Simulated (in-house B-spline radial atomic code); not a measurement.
Results of a calculation; reference values are marked as such.
# Ghost states of the separable form: Hf

Hf, [Xe] 4f14 5d2 6s2, non-relativistic PBE (a model for so heavy an element), spherical and spin-unpolarised, from a B-spline radial code for spherical atoms (atomic units; all potentials screened as in the neutral atom).

Troullier-Martins channels: 6s (ε = -0.1613, r_c = 3.143 bohr), 5p (ε = -1.2408, r_c = 1.242 bohr), 5d (ε = -0.1367, r_c = 1.677 bohr), 4f (ε = -0.8627, r_c = 1.517 bohr). In the Kleinman-Bylander form one channel serves as the local potential, and each other channel l becomes |δV u><u δV|/<u|δV|u>, with δV = V_l − V_local and u the pseudo-orbital. Its strength is E_KB = <u|δV²|u>/<u|δV|u>. By the analysis of Gonze, Stumpf and Scheffler a spurious state lies below the reference level ε if E_KB > 0 and ε is above the second level of the local potential alone, or if E_KB < 0 and ε is above its first. The table's levels are those of angular momentum l in a sphere of 9 bohr, whose wall can lift a shallow ε a little above its free-atom value.

| local | channel | <u δV u> | <u δV² u> | ε | first local level | second local level |
| --- | --- | --- | --- | --- | --- | --- |
| d | s | 0.14666 | 0.31838 | -0.1595 | -2.8230 | -0.3899 |
| d | f | -14.117 | 319.64 | -0.8627 | 0.1865 | 0.4560 |
| d | p | 0.015476 | 0.69512 | -1.2408 | -1.3467 | -0.0610 |
| s | d | -1.3835 | 4.6196 | -0.1364 | 0.0614 | 0.3164 |
| s | f | -19.441 | 510.36 | -0.8627 | 0.1911 | 0.4925 |
| s | p | -3.2312 | 13.431 | -1.2408 | -0.0675 | 0.1889 |
| f | d | 0.12205 | 4.4725 | -0.1364 | -10.1795 | -0.0130 |
| f | s | 0.16079 | 0.9719 | -0.1595 | -29.6825 | -9.8133 |
| f | p | 0.95904 | 31.677 | -1.2408 | -20.0631 | -2.2223 |
| p | d | 0.018358 | 0.1387 | -0.1364 | -0.1637 | 0.1142 |
| p | s | 0.14587 | 0.31684 | -0.1595 | -2.1105 | -0.1800 |
| p | f | -16.346 | 436.65 | -0.8627 | 0.1864 | 0.4545 |

(1) Apply the rule to each row.

Diagonalising the separable Hamiltonian gives:

```csv
local,channel,three lowest levels,"all-electron, two lowest valence levels"
d,s,"-1.5736, -0.1595, 0.1218","-0.1595, 0.1228"
d,f,"-0.8627, 0.1877, 0.4661","-0.8627, 0.1874"
d,p,"-1.2408, -0.0425, 0.2176","-1.2408, -0.0437"
s,d,"-0.1364, 0.1221, 0.4421","-0.1364, 0.1199"
s,f,"-0.8627, 0.1914, 0.4946","-0.8627, 0.1874"
s,p,"-1.2408, -0.0220, 0.2551","-1.2408, -0.0437"
f,d,"-0.1364, 0.1199, 0.4287","-0.1364, 0.1199"
f,s,"-26.5895, -8.2046, -0.1595","-0.1595, 0.1228"
f,p,"-5.0972, -1.2408, -0.0419","-1.2408, -0.0437"
p,d,"-0.1364, 0.1199, 0.4283","-0.1364, 0.1199"
p,s,"-0.3621, -0.1595, 0.1248","-0.1595, 0.1228"
p,f,"-0.8627, 0.1876, 0.4654","-0.8627, 0.1874"
```

(2) Which choices of local channel are safe?

Answers

(1) Local d, channel s: E_KB = +2.17, so ε = -0.1595 is set against -0.3899: a ghost. Local d, channel f: E_KB = -22.6, so ε = -0.8627 is set against 0.1865: no ghost. Local d, channel p: E_KB = +44.9, so ε = -1.2408 is set against -0.0610: no ghost. Local s, channel d: E_KB = -3.34, so ε = -0.1364 is set against 0.0614: no ghost. Local s, channel f: E_KB = -26.3, so ε = -0.8627 is set against 0.1911: no ghost. Local s, channel p: E_KB = -4.16, so ε = -1.2408 is set against -0.0675: no ghost. Local f, channel d: E_KB = +36.6, so ε = -0.1364 is set against -0.0130: no ghost. Local f, channel s: E_KB = +6.04, so ε = -0.1595 is set against -9.8133: a ghost. Local f, channel p: E_KB = +33, so ε = -1.2408 is set against -2.2223: a ghost. Local p, channel d: E_KB = +7.55, so ε = -0.1364 is set against 0.1142: no ghost. Local p, channel s: E_KB = +2.17, so ε = -0.1595 is set against -0.1800: a ghost. Local p, channel f: E_KB = -26.7, so ε = -0.8627 is set against 0.1864: no ghost.

(2) Free of ghosts: s. With d local the s channel has a ghost 1.41 hartree below ε, since the local potential binds more than one state below ε, and a repulsive term of rank one raises each level at most to the next, so it clears only one of them. With f local the s channel has two ghosts, the lowest 26.43 hartree below ε, since the local potential binds more than one state below ε, and a repulsive term of rank one raises each level at most to the next, so it clears only one of them. With f local the p channel has a ghost 3.86 hartree below ε, since the local potential binds more than one state below ε, and a repulsive term of rank one raises each level at most to the next, so it clears only one of them. With p local the s channel has a ghost 0.20 hartree below ε, since the local potential binds more than one state below ε, and a repulsive term of rank one raises each level at most to the next, so it clears only one of them. Among the safe choices the second level, which tests transfer, is off by at most 21.6 millihartree (s local).
